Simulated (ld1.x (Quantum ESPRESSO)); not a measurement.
Ir: ultrasoft pseudisation with BP86, scalar-relativistic reference atom.

Ir (Z = 77), ultrasoft, made with ld1.x (Quantum ESPRESSO) 7.5 (BP86, scalar-relativistic). Core [Xe] 4f14, reference 5d7 6s0 6p0 (charge +2). Waves: 6s (bound, empty): rcut 1.70, rcutus 2.00 bohr; 6s channel at -0.7 Ry: rcut 1.70, rcutus 2.00 bohr; 6p (bound, empty): rcut 2.60, rcutus 3.40 bohr; 6p channel at 2.85 Ry: rcut 2.60, rcutus 3.40 bohr; 5d (bound): rcut 1.45, rcutus 1.90 bohr; 5d channel at 2 Ry: rcut 1.45, rcutus 1.90 bohr. Local part: all-electron potential smoothed inside 2.80 bohr (lloc = -1). Core correction: none. Augmentation charge: built from norm-conserving waves at rcut, not smoothed further.

All-electron outer shells of the reference configuration (BP86, scalar-relativistic, ld1.x):

```tsv
shell	level (eV)	outermost node (bohr)	outermost maximum (bohr)
5p	-72.55	0.54	1.01
5d	-24.54	0.59	1.29
6s	-21.60	1.16	2.24
6p	-13.99	1.37	2.80
```

Task: Does the generator finish with these settings?

Result: Yes, a potential is produced.

Task: Is the overlap operator S = 1 + Σ q|β⟩⟨β| positive definite (Bessel basis up to 400 Ry)?

Result: Barely: its lowest eigenvalue is 0.004 (s channel).

Its largest configuration-test error is -102 meV (5d6 6s0 6p0). 5 of 7 tests not solved or not reliable. Not counted: 5d7.5 6s1.5 6p0 (solver errors, printed error -450 eV); 5d7 6s2 6p0 (solver errors, printed error -431 eV); 5d6 6s2 6p0 (solver errors, printed error -359 eV); 2 more.

A Bessel basis up to 400 Ry misses an occupied level by 0.04 Ry, so cutoffs and ghosts were not judged.
